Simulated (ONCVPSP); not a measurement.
## What one change does to a pseudopotential (gallium (Ga), ONCV)

```
Element                 : gallium
Generator               : ONCVPSP 4.0.1
Type                    : optimised norm-conserving Vanderbilt (ONCV)
Functional              : PBEsol
Relativity              : non-relativistic
Frozen core             : [Ar]
Valence charge          : 13
Reference configuration : 3d10 4s2 4p1
Partial waves           : 4s: rc 2.10 bohr, ncon 4, nbas 7, qcut 3.6 1/bohr, 2 projectors, debl 0.5 Ha; 4p: rc 2.35 bohr, ncon 4, nbas 7, qcut 3 1/bohr, 2 projectors, debl 2.7 Ha; 3d: rc 1.35 bohr, ncon 4, nbas 8, qcut 13.6 1/bohr, 1 projector
Local potential         : polynomial inside 1.35 bohr (lpopt 5, dvloc0 0 Ha)
Core correction         : polynomial model core, fcfact 0.45
```

Change: p: qcut 4.

Cutoffs: the cutoffs (Ha) at which the residual kinetic energy of the hardest occupied pseudo-wave falls to 1 and 0.1 mHa per electron; they do not see the model core or the augmentation charge, which bear on the density cutoff. Errors are all-electron minus pseudo energies relative to the spin-unpolarised reference configuration.

Q: What does the change do?

A: The potential gets neither clearly harder nor softer (67 Ha and 75 Ha → 67 Ha and 75 Ha); the d channel sets the loose cutoff, while the largest relative change is in p, which becomes harder; of the 3 tests that both files solve, the error grows in 1 and shrinks in 0 by more than 15 % and 0.3 meV (median size 1.7 → 7.5 meV); neither file shows a bound ghost.

| quantity | base | changed |
| --- | --- | --- |
| cutoff, loose | 67 Ha | 67 Ha |
| cutoff, tight | 75 Ha | 75 Ha |
| loose cutoff by channel | s 6.3 Ha, p 2.5 Ha, d 67 Ha | s 6.3 Ha, p 3.3 Ha, d 67 Ha |
| bound ghosts | none | none |
| GHOST(+) flags under 300 eV | s at 65.2 eV | s at 65.2 eV |
| tests with a reliable result | 3 of 4 | 3 of 4 |
| error for 3d10 4s2 4p0, meV [ΔE 5.72 eV] | -1.1 | -1.1 |
| error for 3d10 4s1 4p0, meV [ΔE 26.48 eV] | -16 | -14 |
| error for 3d10 4s0 4p3, meV [ΔE 12.78 eV] | -1.7 | -7.5 |
| s: phases at 2.13 bohr within 0.05 rad from the reference energy up to (Ha; the scan ends near 5) | 2.1 | 2.1 |
| p: phases at 2.39 bohr within 0.05 rad from the reference energy up to (Ha; the scan ends near 5) | 4.9 | to the end of the scan |
| d: phases at 1.37 bohr within 0.05 rad from the reference energy up to (Ha; the scan ends near 5) | 0.9 | 0.9 |
| rms error of d²Exc/dni dnj with the model core, mHa | 1.49 | 1.49 |
